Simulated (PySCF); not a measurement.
# Computed records: CH5AlBO, CH6AlB2, AlBClH4N, AlBH3N

All values are calculated (PySCF 2.14.0). Calculation on a computer-drawn molecule: the log of a Hartree-Fock and frozen-core CCSD(T) single point meant for a local Hartree-Fock minimum, with one planted fault or none, to be diagnosed. Offsets are logged minus clean, where the clean run is the same molecule without the fault. The reference is restricted for singlets and unrestricted otherwise, and also for a bond in bohr or an excited solution. Adding or removing an electron swaps singlet and doublet. The excited solution moves the top pair (singlet) or top alpha electron (doublet) to the lowest empty orbital. Highest occupied and lowest empty are orbital energies over both spins, largest force is the largest gradient component, triples share is (T) over the correlation energy, the T1 limit is 0.02 restricted and 0.045 unrestricted, electrons count all cores, a negative frequency is imaginary (commonest isotopes), and the dipole is about the centre of nuclear charge.

Common to all runs: meant charge 0; meant basis cc-pV(D+d)Z; logged SCF converged yes; possible faults no fault, one electron removed, one electron added, multiplicity raised by two, geometry at a saddle point, SCF held on an excited solution, minimal basis STO-3G, one bond length entered in bohr, all coordinates scaled.

(1) CH5AlBO

Logged structure:
```xyz
9
CH5AlBO
B      1.9999     0.1079     0.0000
C      0.5956    -0.5630     0.0000
Al    -1.1210     0.3576     0.0000
O     -2.5111    -0.6051     0.0000
H      3.0083    -0.5482     0.0000
H      2.1052     1.3077     0.0000
H      0.5830    -1.6545     0.0000
H     -1.2468     1.9301     0.0000
H     -3.4130    -0.3325     0.0000
```

| Item | Value |
| --- | --- |
| meant multiplicity | 2 |
| logged electrons | 37 |
| logged basis functions | 90 |
| logged spin squared | 0.756 |
| logged highest occupied | -10.822 eV |
| logged lowest empty | 0.29607 eV |
| logged largest force | 1.164e-05 hartree/bohr |
| logged lowest frequency | -198.88 cm⁻¹ |
| logged T1 diagnostic | 0.014196 |
| logged D1 diagnostic | 0.045556 |
| logged triples share | 0.022345 |
| logged CC converged | yes |
| logged dipole magnitude | 1.2541 debye |
| logged SCF stable within its kind | yes |
| logged energy HF | -382.2598 hartree |
| logged energy CCSD(T) | -382.76089 hartree |
| planted fault | geometry at a saddle point |
| HF energy offset from clean run | 0.6487 kcal/mol |
| CCSD(T) energy offset from clean run | 1.721 kcal/mol |

Drawn bonds:
```csv
atom,other atom,order
1,2,1
2,3,1
3,4,1
1,5,1
1,6,1
2,7,1
3,8,1
4,9,1
```

(2) CH5AlBO

Logged structure:
```xyz
9
CH5AlBO
B     -2.1718     0.4707    -0.1886
C     -1.0050     1.4757    -0.2458
Al     0.8732     1.0604    -0.5105
O      1.9111     2.3663    -0.7863
H     -1.9777    -1.5030     0.9277
H     -3.2053     0.6955    -0.7648
H     -1.2674     2.5362    -0.2258
H      1.4410    -0.4107    -0.4757
H      2.8422     2.3532    -0.9300
```

| Quantity | Value |
| --- | --- |
| meant multiplicity | 2 |
| logged electrons | 37 |
| logged basis functions | 90 |
| logged spin squared | 1.2939 |
| logged highest occupied | -9.4692 eV |
| logged lowest empty | 0.371 eV |
| logged largest force | 0.024873 hartree/bohr |
| logged T1 diagnostic | 0.050748 |
| logged D1 diagnostic | 0.2427 |
| logged triples share | 0.02913 |
| logged CC converged | yes |
| logged dipole magnitude | 1.472 debye |
| logged SCF stable within its kind | yes |
| logged energy HF | -382.14742 hartree |
| logged energy CCSD(T) | -382.65212 hartree |
| planted fault | one bond length entered in bohr, row 4 of the drawn bonds |
| HF energy offset from clean run | 71.16 kcal/mol |
| CCSD(T) energy offset from clean run | 69.98 kcal/mol |

Drawn bonds:
```csv
atom,other atom,order
1,2,1
2,3,1
3,4,1
1,5,1
1,6,1
2,7,1
3,8,1
4,9,1
```

Notes: T1 above single-reference limit.

(3) CH5AlBO

Logged structure:
```xyz
9
CH5AlBO
B     -1.3482     2.6398     0.8967
C     -0.9773     1.8019    -0.3113
O     -0.4744     2.2959    -1.4396
Al     0.5338     3.5278    -2.0500
H     -2.2089     1.6363     2.7384
H     -1.1851     3.8338     0.8719
H     -1.1234     0.7250    -0.3594
H      0.2747     3.9379    -3.5403
H      1.6704     4.1103    -1.1367
```

| Item | Value |
| --- | --- |
| meant multiplicity | 2 |
| logged electrons | 37 |
| logged basis functions | 90 |
| logged spin squared | 1.3662 |
| logged highest occupied | -9.4021 eV |
| logged lowest empty | 0.93117 eV |
| logged largest force | 0.023508 hartree/bohr |
| logged T1 diagnostic | 0.067453 |
| logged D1 diagnostic | 0.30105 |
| logged triples share | 0.031714 |
| logged CC converged | yes |
| logged dipole magnitude | 2.2748 debye |
| logged SCF stable within its kind | yes |
| logged energy HF | -382.11911 hartree |
| logged energy CCSD(T) | -382.63267 hartree |
| planted fault | one bond length entered in bohr, row 4 of the drawn bonds |
| HF energy offset from clean run | 79.03 kcal/mol |
| CCSD(T) energy offset from clean run | 75.49 kcal/mol |

Drawn bonds:
```csv
atom,other atom,order
1,2,1
2,3,1
3,4,1
1,5,1
1,6,1
2,7,1
4,8,1
4,9,1
```

Notes: T1 above single-reference limit.

(4) CH6AlB2

Logged structure:
```xyz
10
CH6AlB2
B      1.3774    -2.4058    -0.6034
C      1.5041    -1.9690     0.8602
B      2.5054    -0.8992     1.3090
Al     0.5426    -2.9858     2.2283
H      0.3323    -2.3434    -1.1953
H      2.3412    -2.8386    -1.1823
H      3.6798    -1.0503     1.0871
H      2.1551     0.0909     1.8951
H      0.7430    -2.6199     3.7495
H     -0.4112    -4.1634     1.7907
```

| Item | Value |
| --- | --- |
| meant multiplicity | 2 |
| logged electrons | 36 |
| logged basis functions | 95 |
| logged spin squared | 0 |
| logged highest occupied | -1.7345 eV |
| logged lowest empty | 6.1262 eV |
| logged largest force | 0.035419 hartree/bohr |
| logged T1 diagnostic | 0.016715 |
| logged D1 diagnostic | 0.048681 |
| logged triples share | 0.03717 |
| logged CC converged | yes |
| logged dipole magnitude | 1.1348 debye |
| logged SCF stable within its kind | yes |
| logged energy HF | -332.59949 hartree |
| logged energy CCSD(T) | -333.06617 hartree |
| planted fault | one electron added |
| HF energy offset from clean run | -6.736 kcal/mol |
| CCSD(T) energy offset from clean run | -38.76 kcal/mol |

Drawn bonds:
```csv
atom,other atom,order
1,2,1
2,3,1
2,4,1
1,5,1
1,6,1
3,7,1
3,8,1
4,9,1
4,10,1
```

(5) CH6AlB2

Logged structure:
```xyz
10
CH6AlB2
B     -1.3587    -0.9457     0.0000
C      0.0000    -0.1410     0.0000
B      1.3587    -0.9457     0.0000
Al     0.0000     1.8351     0.0000
H     -2.4207    -0.3787     0.0000
H     -1.3635    -2.1488     0.0000
H      2.4207    -0.3787     0.0000
H      1.3635    -2.1488     0.0000
H      1.3689     2.6262     0.0000
H     -1.3689     2.6262     0.0000
```

| Quantity | Value |
| --- | --- |
| meant multiplicity | 2 |
| logged electrons | 35 |
| logged basis functions | 95 |
| logged spin squared | 0.755 |
| logged highest occupied | -10.542 eV |
| logged lowest empty | -0.70226 eV |
| logged largest force | 1.361e-05 hartree/bohr |
| logged lowest frequency | -459.36 cm⁻¹ |
| logged T1 diagnostic | 0.011056 |
| logged D1 diagnostic | 0.045954 |
| logged triples share | 0.02499 |
| logged CC converged | yes |
| logged dipole magnitude | 0.1327 debye |
| logged SCF stable within its kind | yes |
| logged energy HF | -332.57084 hartree |
| logged energy CCSD(T) | -332.97848 hartree |
| planted fault | geometry at a saddle point |
| HF energy offset from clean run | 11.24 kcal/mol |
| CCSD(T) energy offset from clean run | 16.26 kcal/mol |

Drawn bonds:
```csv
atom,other atom,order
1,2,1
2,3,1
2,4,1
1,5,1
1,6,1
3,7,1
3,8,1
4,9,1
4,10,1
```

(6) AlBClH4N

Logged structure:
```xyz
8
AlBClH4N
B     -1.1596    -1.6226     1.5236
N     -0.4330    -0.4341     1.2813
Al    -1.0030     1.1516     0.6787
Cl    -3.0357     1.4458     0.2209
H     -0.5937    -2.6027     1.9332
H     -2.3429    -1.6489     1.3190
H      0.5504    -0.5074     1.4811
H      0.0108     2.3261     0.4904
```

| Property | Result |
| --- | --- |
| meant multiplicity | 1 |
| logged electrons | 46 |
| logged basis functions | 94 |
| logged spin squared | 0 |
| logged highest occupied | -12.063 eV |
| logged lowest empty | 1.7684 eV |
| logged largest force | 2.835e-05 hartree/bohr |
| logged lowest frequency | 119.16 cm⁻¹ |
| logged T1 diagnostic | 0.01223 |
| logged D1 diagnostic | 0.041754 |
| logged triples share | 0.025038 |
| logged CC converged | yes |
| logged dipole magnitude | 2.421 debye |
| logged SCF stable within its kind | yes |
| logged energy HF | -783.03275 hartree |
| logged energy CCSD(T) | -783.54187 hartree |
| planted fault | no fault |
| HF energy offset from clean run | 0 kcal/mol |
| CCSD(T) energy offset from clean run | 0 kcal/mol |

Drawn bonds:
```csv
atom,other atom,order
1,2,1
2,3,1
3,4,1
1,5,1
1,6,1
2,7,1
3,8,1
```

(7) AlBClH4N

Structure as in entry 6.

| Property | Result |
| --- | --- |
| meant multiplicity | 1 |
| logged electrons | 47 |
| logged basis functions | 94 |
| logged spin squared | 0.7722 |
| logged highest occupied | 0.88091 eV |
| logged lowest empty | 7.5418 eV |
| logged largest force | 0.048026 hartree/bohr |
| logged T1 diagnostic | 0.022331 |
| logged D1 diagnostic | 0.12413 |
| logged triples share | 0.027214 |
| logged CC converged | yes |
| logged dipole magnitude | 1.3334 debye |
| logged SCF stable within its kind | yes |
| logged energy HF | -782.98339 hartree |
| logged energy CCSD(T) | -783.51254 hartree |
| planted fault | one electron added |
| HF energy offset from clean run | 30.97 kcal/mol |
| CCSD(T) energy offset from clean run | 18.4 kcal/mol |

Drawn bonds:
```csv
atom,other atom,order
1,2,1
2,3,1
3,4,1
1,5,1
1,6,1
2,7,1
3,8,1
```

Notes: highest electron not bound in this basis.

(8) AlBH3N

Logged structure:
```xyz
6
AlBH3N
B     -2.1167     1.0728     0.1860
N     -1.9938     1.1370    -1.2120
Al    -1.0124    -0.1612    -2.0682
H     -1.5691     0.1623     0.7691
H     -2.7413     1.8832     0.8197
H     -2.4630     1.9074    -1.6564
```

| Property | Result |
| --- | --- |
| meant multiplicity | 1 |
| logged electrons | 28 |
| logged basis functions | 66 |
| logged spin squared | 0 |
| logged highest occupied | -4.6143 eV |
| logged lowest empty | -3.0329 eV |
| logged largest force | 0.019202 hartree/bohr |
| logged dipole magnitude | 1.2898 debye |
| logged SCF stable within its kind | no |
| logged energy HF | -322.54034 hartree |
| planted fault | SCF held on an excited solution |
| HF energy offset from clean run | 194.3 kcal/mol |

Drawn bonds:
```csv
atom,other atom,order
1,2,1
2,3,1
1,4,1
1,5,1
2,6,1
```

Notes: coupled-cluster numbers left out as unreliable.
